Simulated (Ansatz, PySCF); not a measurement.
Input for Ansatz (a first-principles code):
Ansatz 0.2 input:
```yaml
crystal:
  periodic: [false, false, false]
  atoms:
    - {symbol: Al, position_ang: [-0.00000000, -0.00000000, -0.00000000]}
    - {symbol: H, position_ang: [0.64279377, -0.45514932, 1.33855567]}
    - {symbol: H, position_ang: [-0.27575805, 1.50677855, -0.25622634]}
    - {symbol: H, position_ang: [-0.36703572, -1.05162922, -1.08232933]}
basis:
  gaussian:
    orbitals: def2-TZVP
magnetization: {spin_polarized: false}
correlation: {method: ccsd_t, electrons: outside_noble_gas}
accuracy: high
```

Task: Convert this to an input for PySCF.

Result: This is not unique; one that fits is 
```python
from pyscf import gto, scf, cc

mol = gto.M(
    atom='''
Al   -0.000000   -0.000000   -0.000000
H     0.642794   -0.455149    1.338556
H    -0.275758    1.506779   -0.256226
H    -0.367036   -1.051629   -1.082329
''',
    basis='def2-tzvp',
    charge=0,
    spin=0,
    verbose=4,
)

mf = scf.RHF(mol)
mf.kernel()

mycc = cc.CCSD(mf, frozen=5)
mycc.kernel()
et = mycc.ccsd_t()
print('E(CCSD(T)) = %.10f' % (mycc.e_tot + et))
```

Both were run: Ansatz gave -243.751568 Eh and PySCF -243.751568 Eh, 0.000 mEh apart.
